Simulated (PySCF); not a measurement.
Several compounds and their computed core spectra got separated.

Computed with delta-SCF UKS SCAN, pcX-2 on the ionised atom, pcseg-1 elsewhere, spin-free X2C in PySCF. Geometries: PBE0-D3(BJ)/def2-SVP; isolated species, one conformer each.

Line lists (1s up to Mg, 2p3/2 beyond, nothing for Al, As or Br; areas count atoms within a level, one atom standing for each set equivalent by bonding):
1. C 1s: 289.25 (area 1), 289.96 (area 1) eV
2. B 1s: 195.94 eV; N 1s: 404.66 eV; Si 2p3/2: 107.48 (area 1), 108.05 (area 1) eV
3. C 1s: 290.70 (area 1), 291.42 (area 1), 292.38 (area 1), 293.40 (area 1) eV; F 1s: 692.41 eV; Cl 2p3/2: 206.63 eV

Structures:
A. `[C@H]1(F)C=C(C1)Cl`
B. `BN([SiH3])[SiH2]Br`
C. `C=[CH][AlH2-][AsH3+]`

Q: Match each list to its structure.

A: 
- 1 = C: no other candidate has this set of levels. C 1s: 289.25 alkene CH carbon, 289.96 terminal =CH2 carbon.
- 2 = B: no other candidate has this set of levels. B 1s: 195.94 three-coordinate boron; N 1s: 404.66 nitrogen bridging silicon atoms; Si 2p3/2: 107.48 SiH3 silicon, 108.05 SiH2 silicon.
- 3 = A: no other candidate has this set of levels. C 1s: 290.70 alkene CH carbon, 291.42 allylic carbon, 292.38 vinylic C–Cl carbon, 293.40 sp3 C–F carbon; F 1s: 692.41 alkyl fluorine; Cl 2p3/2: 206.63 vinyl chlorine.

Spin–orbit and ligand-field terms were added within each 2p shell after the spin-free SCF. 1 of these hole states is spin-contaminated (⟨S²⟩ 0.91, against 0.75; counted from 0.85) and less certain.
